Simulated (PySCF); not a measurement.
C3H10OSi2, SMILES C[C@@H]1O[C@H]([SiH3])[SiH2]1.

Coordinates come from a PBE-D3(BJ)/def2-SVP optimisation. The structure was generated by enumeration; whether it is a known compound was not checked.

Method: PBE-D3(BJ)/def2-SVP (PySCF).

Frequencies are harmonic and unscaled.

Computed vibrational spectrum:
```csv
mode,ν (cm⁻¹),IR (km/mol),moving atoms (share of kinetic energy)
1,33,0.8,"C 33 %, Si 24 %, H 23 %, O 20 %"
2,141,0.4,"Si 41 %, H 35 %, C 13 %, O 11 %"
3,159,0.1,"H 83 %, C 9 %, Si 8 %"
4,206,1.6,"H 39 %, C 23 %, O 20 %, Si 18 %"
5,230,2.0,"H 51 %, C 27 %, Si 16 %"
6,241,1.1,H 83 %
7,365,4.5,"H 36 %, C 33 %, O 25 %"
8,448,9.4,"H 40 %, Si 27 %, C 22 %, O 11 %"
9,496,2.1,"Si 43 %, H 31 %, C 18 %"
10,513,4.7,"H 69 %, Si 16 %, C 12 %"
11,551,3.6,"H 68 %, C 17 %, Si 13 %"
12,603,31.0,"H 65 %, Si 15 %, O 12 %, C 8 %"
13,658,12.0,"H 60 %, C 33 %"
14,733,49.9,"H 62 %, C 22 %, Si 15 %"
15,744,81.2,"H 55 %, C 30 %, Si 14 %"
16,815,4.7,"C 42 %, H 39 %, Si 12 %"
17,829,34.9,"O 35 %, C 33 %, H 30 %"
18,879,259.3,"H 87 %, Si 9 %"
19,903,36.8,H 97 %
20,911,11.7,H 91 %
21,917,86.9,H 94 %
22,955,3.0,"H 78 %, C 18 %"
23,959,78.1,"C 35 %, H 35 %, O 28 %"
24,1014,32.8,"H 57 %, C 39 %"
25,1032,57.1,"C 49 %, H 32 %, O 18 %"
26,1095,0.8,"C 62 %, H 37 %"
27,1186,3.3,"H 61 %, C 34 %"
28,1204,1.5,"H 83 %, C 13 %"
29,1284,9.2,"H 80 %, C 19 %"
30,1334,7.1,"H 76 %, C 24 %"
31,1400,4.9,H 96 %
32,1421,3.9,H 96 %
33,2142,76.7,H 98 %
34,2148,126.3,H 98 %
35,2160,69.8,H 96 %
36,2165,108.1,H 97 %
37,2171,116.6,H 96 %
38,2936,38.0,H 92 %
39,2946,24.0,H 92 %
40,2963,17.6,H 97 %
41,3052,11.8,"H 91 %, C 9 %"
42,3062,15.7,"H 91 %, C 9 %"
```
